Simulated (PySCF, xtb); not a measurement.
1-aminosilyl-2-silylethyne (C₂H₇NSi₂), SMILES [SiH3]C#C[SiH2]N. Other conformers were not sampled.

Harmonic wavenumbers (cm⁻¹) from GFN2-xTB (xtb) at its own minimum, in rising order: 6, 75, 108, 185, 196, 257, 305, 430, 487, 532, 536, 538, 609, 728, 744, 788, 789, 792, 828, 847, 905, 1534, 2230, 2236, 2238, 2240, 2244, 2251, 3476, 3508.

What does PySCF with ωB97X-D3(BJ)/def2-SVP give at its own minimum? (The exact figures need the calculation; the answer reports its results.)

6, 77, 103, 200, 216, 320, 383, 402, 469, 560, 696, 697, 779, 802, 867, 912, 919, 940, 959, 962, 963, 1559, 2270, 2271, 2272, 2277, 2279, 2282, 3617, 3710. Paired by order, the mean absolute difference is 74 cm⁻¹ and the zero-point energies are 46.7 and 49.7 kcal/mol.
